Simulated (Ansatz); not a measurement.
B8N⁺. The state is a quintet with charge 1. Geometry PBE0-D4/def2-SVP; atoms count from 1.

```csv
atom,x (Å),y (Å),z (Å)
N1,2.4195,0.1146,-0.4920
B2,1.5307,1.0353,-0.1225
B3,1.5445,-0.8896,-0.5030
B4,-1.4786,1.2766,0.5590
B5,-1.4568,-1.4158,0.0390
B6,0.1039,-1.5943,-0.3339
B7,-2.2413,-0.1063,0.4565
B8,0.0803,1.6033,0.2951
B9,-0.5023,-0.0237,0.1018
```

At PBE0-D4/def2-TZVP a singlet of charge 1 lies 2.50 eV below the quintet, each at its own geometry. The structure comes from a short search, and lower isomers may exist.

**Question.** Estimate the Mulliken populations from the PBE0/def2-TZVP orbitals of Ansatz.

**Answer.** 
```tsv
atom	charge (e)	spin (α − β)
N1	0.17	0.29
B2	0.08	0.08
B3	0.08	0.08
B4	0.24	0.39
B5	0.24	0.39
B6	0.04	0.83
B7	0.10	0.69
B8	0.04	0.83
B9	0.03	0.42
```
Mulliken values depend strongly on the basis.

**Question.** Where does the spin sit?

**Answer.** Summed by element: N 0.29, B 3.71, of 4 unpaired in all. Largest on single atoms: B6 0.83, B8 0.83, B7 0.69.

**Question.** And the Mayer bond orders between heavy atoms (over 0.3)?

**Answer.** N1–B2 1.59 (1.33 Å); N1–B3 1.59 (1.33 Å); B2–B3 0.41 (1.96 Å); B2–B8 1.13 (1.61 Å); B3–B6 1.13 (1.61 Å); B4–B7 1.18 (1.58 Å); B4–B8 1.00 (1.61 Å); B4–B9 0.64 (1.69 Å); B5–B6 1.00 (1.61 Å); B5–B7 1.18 (1.58 Å); B5–B9 0.64 (1.69 Å); B6–B9 0.67 (1.74 Å); B7–B9 0.56 (1.78 Å); B8–B9 0.67 (1.74 Å).
